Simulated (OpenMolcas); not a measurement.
Pt4+ (d6) among equal point charges was computed by CASSCF with the d shell active (OpenMolcas, ANO-RCC-VDZP on the metal). Its lowest spin-free states, and all those of the highest spin:

| 2S+1 | Degeneracy | E (cm-1) |
| --- | --- | --- |
| 5 | 2 | 0.0 |
| 5 | 2 | 13736 |
| 3 | 1 | 14651 |
| 3 | 2 | 17455 |
| 5 | 1 | 17911 |
| 3 | 2 | 18174 |
| 3 | 2 | 19626 |
| 3 | 2 | 21335 |
| 3 | 2 | 21377 |
| 3 | 1 | 23257 |
| 1 | 1 | 24953 |
| 1 | 2 | 25935 |

Problem. Is the site octahedral, tetrahedral or cube-like, axial, or of lower symmetry?

Solution. The states with 2S+1 = 5 have orbital degeneracies 2, 2, 1. There are pairs but no triples, so the site is axial: not cubic, but with a proper or improper axis of order three or more. The run had Pt4+ among 2 point charges of -3 e arranged as a linear pair (D∞h), 2.24 Å from the ion.

Without dynamic correlation the repulsion within the d shell is too large (B by tens of per cent), so at a given field states of lower spin stand too high. This shell can be high or low spin here, a state of another spin lies low, and with metal d orbitals alone active their balance is uncertain, so the ground spin may be wrong. Point charges give a weaker field than real ligands, and real ions of this kind are as a rule low spin; the high spin found here belongs to the model. This is an electrostatic model: the charges have no orbitals. No measured value stands beside these numbers.
